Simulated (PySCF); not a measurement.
F3Si, SMILES F[Si](F)F, multiplicity 2. Atoms are numbered in the order given.

```xyz
4

F      1.2796     0.7388    -0.1944
Si     0.0000     0.0000     0.3750
F     -1.2796     0.7388    -0.1944
F      0.0000    -1.4776    -0.1944
```
Charge 0, spin multiplicity 2.

The structure is a stationary point at r2SCAN-D4/def2-TZVP. The isomer is the one that the SMILES or the coordinates give; other isomers of the formula were not compared.

Computed with PBE0/pcH-1 in PySCF.

Unrestricted Kohn–Sham, ⟨S²⟩ = 0.751. Hyperfine tensors hold the contact and dipolar terms, without spin-orbit corrections.

Question: Estimate the hyperfine couplings. (An estimate is asked for; the answer gives what the named calculation found.)

Answer: 
| nucleus | A(iso) (MHz) | A(iso) (G) | dipolar principal values (MHz) |
|---|---|---|---|
| 19F no. 1 | 371.5 | 132.6 | -149.7, -137.6, 287.3 |
| 29Si no. 2 | -1343.5 | -479.4 | -118.9, 59.5, 59.5 |
| 19F no. 3 | 371.5 | 132.6 | -149.7, -137.6, 287.3 |
| 19F no. 4 | 371.5 | 132.6 | -149.7, -137.6, 287.3 |

Question: And the g tensor (effective nuclear charges for spin-orbit coupling, GIAO)? (An estimate is asked for; the answer gives what the named calculation found.)

Answer: principal values 2.0000, 2.0000, 2.0015; isotropic 2.0005.
